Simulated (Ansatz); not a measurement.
Consider the isomerisation: `[CH3][AlH][O][SiH2]O` → `[CH3][Al]([OH])[SiH2]O`.

Program: Ansatz. Geometries: PBE0-D4/def2-TZVP. ΔE: electronic, gas phase. CCSD(T)/CBS adds triple-zeta CCSD(T) − MP2 to the extrapolated MP2 energy (def2 sets, frozen cores). Functionals use def2-TZVPP. Each species was taken in one conformer, which may not be the lowest.

Task: Is it downhill or uphill in electronic energy at CCSD(T)/CBS, and by how much? (An estimate is asked.)

Result: The calculation gave: Uphill: ΔE = +146.7 kJ/mol.

Task: What do these levels give: PBE-D4, ωB97X-V, ωB97M-V, B2PLYP, PBE, r2SCAN, PBE0, SCS-MP2/def2-TZVPP, HF/def2-QZVPP, MP2/def2-QZVPP, SCS-MP2/def2-QZVPP, HF/CBS(def2)? (Best estimate.)

Result: The calculation gave: PBE-D4 117.5, ωB97X-V 145.1, ωB97M-V 151.7, B2PLYP 151.2, PBE 117.3, r2SCAN 141.9, PBE0 129.3, SCS-MP2/def2-TZVPP 158.5, HF/def2-QZVPP 178.4, MP2/def2-QZVPP 156.0, SCS-MP2/def2-QZVPP 158.6, HF/CBS(def2) 178.7 kJ/mol.

Largest T1 diagnostic among the species: 0.012.

From PBE to PBE0 (25 % exact exchange), in def2-TZVPP and without D4, ΔE moves by +12.0 kJ/mol. In def2-TZVPP, CCSD(T) changes the Hartree–Fock value by −28.5 kJ/mol (the triples alone add −4.0 kJ/mol) and MP2 by −20.4 kJ/mol.
